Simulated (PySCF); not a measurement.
C3H10NSi (doublet state).
Numbering: `[CH3:1][CH2:2][N:3][SiH2:4][CH3:5]` (hydrogens: H6, H7, H8 on C1; H9, H10 on C2; H11, H12 on Si4; H13, H14, H15 on C5)

Geometry (GFN2-xTB, Å), atoms numbered from 1 in this order:
```
atom  x, y, z in Å
C1     2.0689    0.0665    0.7268
C2     1.4670    0.4234   -0.6297
N3     0.1778   -0.0206   -0.8980
Si4   -1.0092   -0.8553   -0.0636
C5    -2.4632    0.3842    0.1182
H6     3.0795    0.4590    0.8105
H7     1.4601    0.4830    1.5253
H8     2.0955   -1.0139    0.8446
H9     1.4771    1.5187   -0.7661
H10    2.1156    0.0395   -1.4360
H11   -0.7755   -1.4395    1.2683
H12   -1.4488   -1.8965   -1.0020
H13   -3.3390   -0.1454    0.4736
H14   -2.6901    0.8345   -0.8397
H15   -2.2201    1.1702    0.8234
```

The hyperfine couplings belong to this conformer and change with its torsions.

Method used: PySCF, UKS B3LYP, pcH-1 on C H N Si, non-relativistic, mean-field spin-orbit, GIAO. Geometry: GFN2-xTB, one conformer, isolated molecule. A GFN2-xTB geometry isn't a minimum of the functional, and hyperfine couplings can be far from their values at a DFT geometry. Stability of the SCF solution: not tested.

Question: Break the g tensor into its mass correction, gauge correction and orbital-Zeeman/spin–orbit terms.

Answer: 
| Δg (ppt) | 1 | 2 | 3 |
| --- | --- | --- | --- |
| relativistic mass correction | -0.19 | -0.19 | -0.19 |
| gauge correction | -0.01 | 0.04 | 0.04 |
| orbital Zeeman/spin–orbit | 0.00 | 1.86 | 8.46 |
| total | -0.20 | 1.71 | 8.31 |

So g = 2.00212, 2.00403, 2.01063 and g_iso = 2.00559; the tensor is rhombic: the two nearest values differ by 22 % of g3 − g1. Axes: g3 points within 15° of the C2–N3 bond.

Question: What effective moment and Curie constant follow for a powder?

Answer: With the mean of g² = 4.0224 and S(S+1) = 0.75: μ_eff = √(⟨g²⟩S(S+1)) = 1.737 μB and χT = 0.12505·⟨g²⟩·S(S+1) = 0.377 cm³ K/mol (cgs; spin-Hamiltonian part alone).

Question: How much does each term add to the isotropic shift?

Answer: The orbital-Zeeman/spin–orbit term 3.44, the mass correction -0.19 and the gauge correction 0.03 ppt, for a total of 3.27 ppt. The orbital-Zeeman/spin–orbit term is the largest in size. The mass correction is the same along every axis, so the anisotropy comes from the other two: their spans along these axes are 0.05 (gauge) and 8.46 ppt (orbital Zeeman/spin–orbit).

Question: At 9.519 GHz, how far is the centre of the isotropic spectrum from where a free electron (g = 2.002319) resonates?

Answer: B = hν/(g μB) with μB/h = 13.99624 MHz/mT gives 339.66 mT for the free electron and 339.11 mT at g_iso, 0.55 mT lower.

Question: In a frozen sample, at which fields do the three g values resonate at 9.5, 34, 94 and 263 GHz (hyperfine left aside), and which band first spreads them over more than twice a line width of 1.0 mT?

Answer: 
```csv
band,GHz,B(g3) mT,B(g2) mT,B(g1) mT,spread mT
X,9.5,337.58,338.69,339.02,1.43
Q,34.0,1208.19,1212.17,1213.33,5.14
W,94.0,3340.30,3351.30,3354.49,14.20
J,263.0,9345.72,9376.50,9385.44,39.72
```

The spread grows in proportion to the frequency. Q band is the first where it exceeds 2.0 mT.

The Mulliken spin populations are largest on N3 (+0.86), H10 (+0.07), C2 (-0.07) and H9 (+0.07). N3 is the only atom above +0.15.

The HOMO–LUMO gaps are 7.93 eV among the α and 3.32 eV among the β orbitals.
